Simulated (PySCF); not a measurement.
## [Yb(H2O)5]3+: from a saddle point downhill

PySCF 2.14.0, RKS PBE0, Yb lcecp-1-SVP with ECP59, O def2-SVP, H def2-SVP; non-relativistic Hamiltonian with scalar-relativistic core potentials where named; density fitting; no spin-orbit coupling. Relaxed within the symmetry of its start, the geometry (C2v) is

```xyz
16

Yb    0.0208    0.0000    0.0000
O    -0.6184    0.0000    2.1707
H    -0.7653    0.7711    2.7562
H    -0.7653   -0.7710    2.7562
O    -0.6184    0.0000   -2.1707
H    -0.7653   -0.7710   -2.7562
H    -0.7653    0.7711   -2.7562
O     2.2693   -0.0001    0.0000
H     2.8795   -0.7689    0.0000
H     2.8796    0.7686    0.0000
O    -0.6138    2.1858    0.0000
H    -0.0630    2.9974    0.0000
H    -1.5315    2.5318    0.0000
O    -0.6140   -2.1858    0.0000
H    -1.5317   -2.5316    0.0000
H    -0.0633   -2.9974    0.0000
```

and its lowest harmonic modes are -214, -119, 27, 64, 72, 83 cm⁻¹ (negative: unstable). It was moved along the lowest mode and relaxed again, within the group C2 that the move left.

Problem. Where does it end, and how much lower?

Solution. In C2, nearly C2v, 0.098 eV lower, after 29 steps:
```xyz
16

Yb   -0.0475    0.0000    0.0000
O    -0.6651   -0.0427    2.1752
H    -0.8614    0.7182    2.7603
H    -0.8002   -0.8241    2.7508
O    -0.6651    0.0428   -2.1752
H    -0.8614   -0.7181   -2.7603
H    -0.8001    0.8242   -2.7508
O     2.1904   -0.0001    0.0000
H     2.7954   -0.0004    0.7730
H     2.7954    0.0002   -0.7730
O    -0.5400    2.2220    0.0424
H     0.0875    2.9748    0.0838
H    -1.4205    2.6532    0.0213
O    -0.5401   -2.2219   -0.0424
H    -1.4207   -2.6531   -0.0213
H     0.0873   -2.9748   -0.0838
```

Problem. How do the contacts change?

Solution. 
```json
{"contact": "Yb1–O2 (H2O)", "saddle (Å)": "2.263", "end (Å)": "2.262"}
{"contact": "Yb1–O5 (H2O)", "saddle (Å)": "2.263", "end (Å)": "2.262"}
{"contact": "Yb1–O8 (H2O)", "saddle (Å)": "2.249", "end (Å)": "2.238"}
{"contact": "Yb1–O11 (H2O)", "saddle (Å)": "2.276", "end (Å)": "2.276"}
{"contact": "Yb1–O14 (H2O)", "saddle (Å)": "2.276", "end (Å)": "2.276"}
```


Problem. Is the end a minimum?

Solution. Yes, as far as the noise of the softest modes lets one tell (those above −25 cm⁻¹ count as noise); lowest modes 19, 69, 74, 74, 90, 94 cm⁻¹.

An lcecp potential fixes the number of 4f electrons, so in runs with it no electron can move into or out of that shell.

State: singlet in the valence, with the 4f electrons in the core potential.
